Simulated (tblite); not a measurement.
Compound: C₅H₁₅NOSi₂.
Numbering: `[CH3:1][NH:2][C:3](=[O:4])[C@@H:5]([SiH3:6])[CH2:7][SiH2:8][CH3:9]` (hydrogens: H10, H11, H12 on C1; H13 on N2; H14 on C5; H15, H16, H17 on Si6; H18, H19 on C7; H20, H21 on Si8; H22, H23, H24 on C9)

Structure optimised with GFN2-xTB, isolated species.

(1) List the bond lengths, angles and torsions at this level.

Answers

(1) 
| bond | length (Å) | order |
| --- | --- | --- |
| C1–N2 | 1.442 | single |
| N2–C3 | 1.345 | single |
| C3=O4 | 1.224 | double |
| C3–C5 | 1.498 | single |
| C5–Si6 | 1.916 | single |
| C5–C7 | 1.530 | single |
| C7–Si8 | 1.909 | single |
| Si8–C9 | 1.896 | single |
| C1–H10, C1–H11, C1–H12 | 1.091 | single |
| N2–H13 | 1.007 | single |
| C5–H14 | 1.098 | single |
| Si6–H15, Si6–H17 | 1.457 | single |
| Si6–H16 | 1.474 | single |
| C7–H18 | 1.096 | single |
| C7–H19 | 1.092 | single |
| Si8–H20 | 1.466 | single |
| Si8–H21 | 1.475 | single |
| C9–H22, C9–H23, C9–H24 | 1.086 | single |

Bonds in one row agree within 0.01 Å and their mean is given. Orders are formal, as drawn. A selection of angles:
| angle | degrees |
| --- | --- |
| C1–N2–C3 | 123.0 |
| N2–C3–O4 | 122.5 |
| N2–C3–C5 | 118.2 |
| O4–C3–C5 | 119.2 |
| C3–C5–Si6 | 101.9 |
| C3–C5–C7 | 115.0 |
| Si6–C5–C7 | 116.7 |
| C5–C7–Si8 | 116.9 |
| C7–Si8–C9 | 112.8 |
| H13–N2–C1 | 117.9 |
| H13–N2–C3 | 119.1 |

Dihedral angles: C1–N2–C3–O4 -2° (synperiplanar); N2–C3–C5–Si6 -177° (antiperiplanar); C3–C5–C7–Si8 -60° (synclinal); C5–C7–Si8–C9 50° (synclinal).

Of the pairs four or more bonds apart, O4···H11 is among the closest relative to their van der Waals radii: 2.33 Å, 86 % of the sum of Bondi's values. The C–N distances run from 1.345 Å (N2–C3, drawn single) to 1.442 Å (C1–N2, drawn single), a spread of 0.097 Å. Si6 (SiH3 silicon) is distorted tetrahedral (angles from 105.3° to 113.8°). Si8 (SiH2 silicon) is distorted tetrahedral (angles from 106.0° to 112.8°). The C–Si distances run from 1.896 Å (Si8–C9, drawn single) to 1.916 Å (C5–Si6, drawn single), a spread of 0.020 Å. The C–C distances run from 1.498 Å (C3–C5, drawn single) to 1.530 Å (C5–C7, drawn single), a spread of 0.032 Å. N2 (amide nitrogen) is planar (angles 123.0°, 119.1° and 117.9°, sum 360.0°, 0.01 Å off the plane of its three neighbours).

Point group: C1 (no symmetry element, even within 0.4 Å). Its GFN2-xTB frequencies are all real (lowest 43 cm⁻¹). The numbers are those of one conformer.

All values are computed, not measured.
